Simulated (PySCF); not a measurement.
NICS in rings of unrelated molecules.

NICS = −σ at a ghost point: NICS(0) at the centroid of the ring atoms, NICS(1) 1 Å to either side along the normal of their mean plane, zz for the tensor component along that normal. Level: GIAO PBE0/pcSseg-1 (PySCF, non-relativistic, gas phase) on the GFN2-xTB geometries, one conformer each. Atom numbers follow the mapped SMILES.

Problem. Order these rings by mean NICS(1)zz, lowest (most negative) first (ppm).
A. ring C4–C5–S6–C7 in `[CH3:1][SiH2:2][CH2:3][CH:4]1[CH2:5][S:6][CH2:7]1`
B. ring C4–C5–N6–C7–N8 in `[CH2:1]=[C:2]([CH3:3])[c:4]1[cH:5][n-:6][cH:7][n:8]1` (charge -1)
C. ring N3–C4–C5–C6–C7 in `[SH:1][SiH2:2][N:3]1[CH2:4][CH2:5][CH2:6][CH2:7]1`
D. ring C3–S4–C5–P7–C8 in `[CH:1]#[C:2][c:3]1[s:4][c:5]([CH3:6])[p:7][c:8]1[SiH3:9]`
E. ring C6–C7–C8 in `[CH2:1]=[CH:2][CH:3]1[CH2:4][P:5]([CH:6]2[CH2:7][CH2:8]2)[CH2:9]1`
F. ring N3–C4–C5–C6–C7 in `[CH:1]#[C:2][n:3]1[cH:4][cH:5][cH:6][c:7]1[C:8]#[N:9]`
G. ring C4–C5–Si6 in `[CH3:1][CH2:2][S:3][C@@H:4]1[CH2:5][Si@H:6]1[CH3:7]`

Solution. B (-30.3), F (-26.4), E (-23.1), D (-21.1), G (-14.3), C (-6.2), A (8.1).

```json
{"SMILES": "C=C(C)c1c[n-]cn1", "ring": "5-membered ring with 2 N; formal bonds all aromatic", "NICS(0)": "-10.6", "NICS(1)": "-11.4", "NICS(1)zz": "-30.3", "HOMA": "0.96", "rms pucker (Å)": "0.00", "ring atoms with four or more neighbours": "0"}
{"SMILES": "C#Cn1cccc1C#N", "ring": "5-membered ring with N; formal bonds all aromatic", "NICS(0)": "-14.2", "NICS(1)": "-10.7", "NICS(1)zz": "-26.4", "HOMA": "0.92", "rms pucker (Å)": "0.00", "ring atoms with four or more neighbours": "0"}
{"SMILES": "C=CC1CP(C2CC2)C1", "ring": "3-membered carbocycle; formal bonds all single", "NICS(0)": "-43.9", "NICS(1)": "-8.5", "NICS(1)zz": "-23.1", "HOMA": "–", "rms pucker (Å)": "0.00", "ring atoms with four or more neighbours": "3"}
{"SMILES": "C#Cc1sc(C)pc1[SiH3]", "ring": "5-membered ring with P and S; formal bonds all aromatic", "NICS(0)": "-9.7", "NICS(1)": "-10.2", "NICS(1)zz": "-21.1", "HOMA": "0.70", "rms pucker (Å)": "0.00", "ring atoms with four or more neighbours": "0"}
{"SMILES": "CCS[C@@H]1C[Si@H]1C", "ring": "3-membered ring with Si; formal bonds all single", "NICS(0)": "-25.9", "NICS(1)": "-7.7", "NICS(1)zz": "-14.3", "HOMA": "–", "rms pucker (Å)": "0.00", "ring atoms with four or more neighbours": "3"}
{"SMILES": "S[SiH2]N1CCCC1", "ring": "5-membered ring with N; formal bonds all single", "NICS(0)": "-6.5", "NICS(1)": "-4.1", "NICS(1)zz": "-6.2", "HOMA": "–", "rms pucker (Å)": "0.17", "ring atoms with four or more neighbours": "4"}
{"SMILES": "C[SiH2]CC1CSC1", "ring": "4-membered ring with S; formal bonds all single", "NICS(0)": "-1.3", "NICS(1)": "0.6", "NICS(1)zz": "8.1", "HOMA": "–", "rms pucker (Å)": "0.09", "ring atoms with four or more neighbours": "3"}
```

NICS(0) gives another order. The isotropic NICS(1) gives another order. HOMA uses Krygowski's 1993 parameters; it is left out where a ring has a four-coordinate atom, a triple bond, no multiple bond or a kind of bond without parameters. NICS(1) and NICS(1)zz are means over the two faces.
